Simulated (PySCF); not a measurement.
PySCF job for O4Pt, SMILES [Pt+2](=[O])(=[O])(=[O])=[O], charge +2, multiplicity 1, B3LYP-D3(BJ)/def2-SVP. The structure is a stationary point at B3LYP-D3(BJ)/def2-SVP. The multiplicity is an assumed one; other spin states were not compared. The def2 effective core potentials stand for the cores of Pt; spin–orbit coupling is left out.

```python
import numpy as np
from pyscf import gto, scf, dft, df
from pyscf.hessian import thermo

mol = gto.M(
    atom='''
    Pt    0.00000000   -0.00000000    0.00000000
    O     0.99439364    0.99439364    0.99439364
    O    -0.99439364    0.99439364   -0.99439364
    O    -0.99439364   -0.99439364    0.99439364
    O     0.99439364   -0.99439364   -0.99439365
    ''',
    basis='def2-SVP',
    ecp={'Pt': 'def2-svp'},
    charge=2,
    spin=0,
    max_memory=1600,
    verbose=3,
)
mf = dft.RKS(mol, xc='b3lyp').density_fit(auxbasis='def2-universal-jkfit')
mf.disp = 'd3bj'
mf.grids.level = 3
mf.conv_tol = 1e-11
mf.max_cycle = 100
mf.kernel()

# [left out here: the lines that compute and print the analytic Hessian (its translational invariance restored by hand, since the grid's response is missing), thermochemistry and intensities]
```

It prints:

```
converged SCF energy = -418.603577959027

WARN: DFTD3 does not support analytical Hessian, using finite difference


WARN: Mole.unit (angstrom) is changed to Bohr

Mode                                 0                   1                   2
Irrep
Freq [cm^-1]                      299.7992            299.7994            304.8290
Reduced mass [au]                  15.9990             15.9990             18.6335
Force const [Dyne/A]                0.8472              0.8472              1.0201
Char temp [K]                     431.3444            431.3445            438.5810
Normal mode                   x     y     z       x     y     z       x     y     z
       0  Pt                -0.00  0.00  0.00    0.00  0.00 -0.00    0.02  0.01  0.02
       1   O                 0.09  0.00 -0.09   -0.05  0.10 -0.05   -0.01  0.05 -0.00
       2   O                -0.09  0.00  0.09    0.05  0.10  0.05   -0.04 -0.10 -0.03
       3   O                -0.09 -0.00 -0.09    0.05 -0.10 -0.05   -0.08 -0.02 -0.11
       4   O                 0.09 -0.00  0.09   -0.05 -0.10  0.05   -0.11 -0.02 -0.08
Mode                                 3                   4                   5
Irrep
Freq [cm^-1]                      304.8353            304.8420            877.9092
Reduced mass [au]                  18.6335             18.6336             15.9990
Force const [Dyne/A]                1.0202              1.0202              7.2651
Char temp [K]                     438.5901            438.5997           1263.1158
Normal mode                   x     y     z       x     y     z       x     y     z
       0  Pt                 0.00  0.03 -0.01    0.02 -0.01 -0.02   -0.00 -0.00 -0.00
       1   O                 0.03 -0.10  0.09   -0.11  0.03  0.08    0.07  0.07  0.07
       2   O                -0.07 -0.06 -0.01   -0.08  0.02  0.11   -0.07  0.07 -0.07
       3   O                 0.07 -0.06 -0.02   -0.04  0.10  0.03   -0.07 -0.07  0.07
       4   O                -0.03 -0.10  0.08   -0.01 -0.05  0.00    0.07 -0.07 -0.07
Mode                                 6                   7                   8
Irrep
Freq [cm^-1]                      896.9961            897.0000            897.0033
Reduced mass [au]                  17.4923             17.4923             17.4923
Force const [Dyne/A]                8.2924              8.2924              8.2925
Char temp [K]                    1290.5777           1290.5833           1290.5880
Normal mode                   x     y     z       x     y     z       x     y     z
       0  Pt                 0.02  0.01  0.01    0.00 -0.02  0.01   -0.02  0.01  0.01
       1   O                -0.12 -0.12 -0.12    0.02  0.02  0.02   -0.02 -0.02 -0.02
       2   O                -0.06  0.06 -0.06   -0.10  0.09 -0.10    0.03 -0.03  0.04
       3   O                -0.03 -0.03  0.04    0.10  0.09 -0.09    0.06  0.07 -0.06
       4   O                 0.02 -0.02 -0.02   -0.02  0.02  0.02    0.11 -0.12 -0.12
temperature 298.1500 [K]
pressure 101325.00 [Pa]
Rotational constants [GHz] 3.99317 3.99317 3.99317
Symmetry number 12
Zero-point energy (ZPE) 0.01158 [Eh]   30403.172 [J/mol]
                           tot       elec      trans        rot        vib
Entropy [J/mol/K]       298.014      0.000    178.053     88.233     31.728
Cv [J/mol/K]             68.395      0.000     12.472     12.472     43.451
Cp [J/mol/K]             76.709      0.000     20.786     12.472     43.451
Internal energy [J/mol]                      3718.434   3718.434  36456.903
Internal energy [Eh]   -418.58686  -418.60358
Enthalpy [J/mol]                             6197.391   3718.434  36456.903
Enthalpy [Eh]          -418.58592
Gibbs free energy [J/mol]                  -46889.025 -22588.356  26997.340
Gibbs free energy [Eh] -418.61976
static polarisability / bohr^3: [[40.236 -0.     0.   ]
 [ 0.    40.236  0.   ]
 [ 0.     0.    40.236]]
largest difference of analytic and finite-field dipole derivatives / e: 0.0003397146378951721
mode   freq/cm-1   IR/(km/mol)   Raman/(A^4/amu)   depolarisation
   1      299.80         0.000             7.598            0.750
   2      299.80         0.000             7.598            0.750
   3      304.83         0.036             2.120            0.750
   4      304.84         0.036             2.120            0.750
   5      304.84         0.036             2.120            0.750
   6      877.91         0.000            30.722            0.000
   7      897.00         0.045            10.154            0.750
   8      897.00         0.045            10.156            0.750
   9      897.00         0.045            10.156            0.750
max |gradient| / (hartree/bohr): 0.00010074413289343291
APT charges: [1.5016 0.1246 0.1246 0.1246 0.1246]
```

Self-consistency was reached.
